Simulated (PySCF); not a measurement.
**Electronic absorption of C5H10OSi**

C₅H₁₀OSi.
SMILES: `O1[SiH2]C[C@H](C=C)C1`

Method used: TDDFT wB97X-D/def2-SVPD, vertical, gas phase, core orbitals frozen in the response in PySCF. Geometry: PBE0-D3(BJ)/def2-SVP, one conformer, isolated molecule.

| state | E (eV) | ν̃ (cm⁻¹) | f | \|μ\| (D) | main configurations (H = HOMO, L = LUMO) |
| --- | --- | --- | --- | --- | --- |
| S1 | 7.15 | 57700 | 0.0063 | 0.48 | H-1→L+2 (34%), H-1→L+1 (27%), H-1→L (22%) |
| S2 | 7.27 | 58600 | 0.585 | 4.61 | H→L (83%) |
| S3 | 7.55 | 60890 | 0.066 | 1.52 | H→L+3 (39%), H→L+2 (28%), H→L+1 (22%) |
| S4 | 7.70 | 62140 | 0.0083 | 0.53 | H-2→L (24%), H→L+2 (18%), H→L+1 (18%) |
| S5 | 7.80 | 62880 | 0.035 | 1.09 | H-1→L+2 (45%), H-1→L+1 (26%), H-1→L+5 (8%) |
| S6 | 7.85 | 63330 | 0.0034 | 0.34 | H-1→L (18%), H-1→L+1 (18%), H→L+2 (13%) |
| S7 | 7.93 | 63940 | 0.0030 | 0.32 | H→L+4 (77%) |
| S8 | 8.06 | 65000 | 0.0046 | 0.39 | H-1→L (23%), H-4→L (20%), H-2→L (19%) |
| S9 | 8.12 | 65500 | 0.018 | 0.77 | H→L+3 (23%), H→L+5 (15%), H→L+1 (14%) |
| S10 | 8.48 | 68360 | 0.023 | 0.85 | H-2→L+2 (17%), H-2→L (15%), H-2→L+1 (11%) |

Triplets, Tamm–Dancoff:

```tsv
state	E (eV)	λ (nm)	main configurations (H = HOMO, L = LUMO)
T1	4.48	276.7	H→L (72%), H→L+1 (9%)
T2	6.89	180.1	H-1→L+1 (34%), H-1→L+2 (31%), H-1→L (19%)
T3	7.32	169.4	H-2→L (33%), H→L+1 (18%), H→L+2 (8%)
T4	7.50	165.2	H→L+2 (25%), H-5→L (12%), H→L+3 (12%)
```

The lowest singlet comes at 173 nm (690 kJ/mol) in the vacuum ultraviolet; it is weak; its leading configuration is HOMO-1→LUMO+2 (34%). The strongest level in the table is S2 at 7.27 eV (171 nm, f = 0.585). Löwdin shares by element: HOMO carbon 68% or more, oxygen 7% (atoms not listed hold the other 25%); LUMO carbon 56% or more, silicon 9%, hydrogen 5% or more (atoms not listed hold the other 30%). Weighted by f, the mean energy of these states is 7.39 eV. Of the 10 states listed, 5 reach f = 0.01 and none stays under 0.0005. Orbital energies (eV): HOMO-3 -11.08, HOMO-2 -10.77, HOMO-1 -9.79, HOMO -9.34, LUMO 1.79, LUMO+1 2.16, LUMO+2 2.26. The vertical ionisation energy (ΔSCF) is 9.52 eV, 1.05 eV above S10. The window holds the lowest 10 singlets.
